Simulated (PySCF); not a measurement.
Spin-rotation constants: `C=CCO[Se@@](C)=O`, C4H8O2Se

Cartesian coordinates in Å; atom numbers follow the order of the lines, from 1:
```xyz
15

C    -2.281   -0.484   -1.062
C    -1.981    0.458   -0.185
C    -0.943    0.243    0.880
O     0.323    0.687    0.431
Se    0.999   -0.340   -0.935
C     2.802    0.317   -0.581
O     0.993   -1.812   -0.340
H    -2.976   -0.316   -1.868
H    -1.850   -1.472   -0.991
H    -2.398    1.453   -0.254
H    -0.884   -0.823    1.142
H    -1.151    0.829    1.779
H     3.093   -0.078    0.389
H     2.786    1.401   -0.575
H     3.464   -0.057   -1.358
```

Method used: GIAO B3LYP/pcSseg-1 magnetisability, rotational g tensor and spin-rotation constants, non-relativistic, gas phase (PySCF). Geometry: GFN2-xTB.

The calculation is non-relativistic, which matters for the atoms heavier than Zn.

**Question.** Give the nuclear spin-rotation constants along the inertial axes (H = +C I·J) beside the isotropic shieldings.

**Answer.** Rotational constants 3.6879, 1.3223, 1.1719 GHz. A star marks the isotopologue with that one atom substituted, in its own axes.
| atom | isotope | Caa (kHz) | Cbb (kHz) | Ccc (kHz) | mean (kHz) | σ (ppm) |
| --- | --- | --- | --- | --- | --- | --- |
| H8 | 1H | -0.169 | -0.091 | -0.011 | -0.090 | 26.2 |
| H9 | 1H | -0.225 | -0.041 | -0.034 | -0.100 | 26.0 |
| H10 | 1H | -0.208 | -0.053 | -0.019 | -0.093 | 25.6 |
| H11 | 1H | -0.368 | -0.065 | 0.018 | -0.138 | 27.0 |
| H12 | 1H | -0.320 | 0.042 | -0.104 | -0.128 | 27.4 |
| H13 | 1H | -0.365 | -0.137 | 0.019 | -0.161 | 29.3 |
| H14 | 1H | -0.391 | -0.028 | -0.074 | -0.164 | 29.4 |
| H15 | 1H | -0.054 | -0.085 | -0.135 | -0.091 | 29.6 |
| C1 | 13C* | 1.028 | 0.420 | 0.419 | 0.622 | 51.3 |
| C2 | 13C* | 1.059 | 0.459 | 0.445 | 0.654 | 38.8 |
| C3 | 13C* | 0.706 | 0.319 | 0.266 | 0.430 | 116.3 |
| O4 | 17O* | -1.101 | -0.146 | -0.236 | -0.494 | 148.5 |
| Se5 | 77Se* | 11.743 | 4.131 | 2.974 | 6.283 | 475.1 |
| C6 | 13C* | 0.609 | 0.252 | 0.248 | 0.369 | 136.9 |
| O7 | 17O* | -0.571 | -0.383 | -0.396 | -0.450 | 79.4 |

For the geometry as given, no vibrational averaging.

**Question.** How do the rotational constants and the g tensor change when H8, H9, H10, H11, H12, H13, H14, H15 are replaced by deuterium?

**Answer.** Constants 3.1902, 1.1485, 1.0214 GHz; g -0.0318, -0.0124, -0.0103, against -0.0367, -0.0141, -0.0118 before.
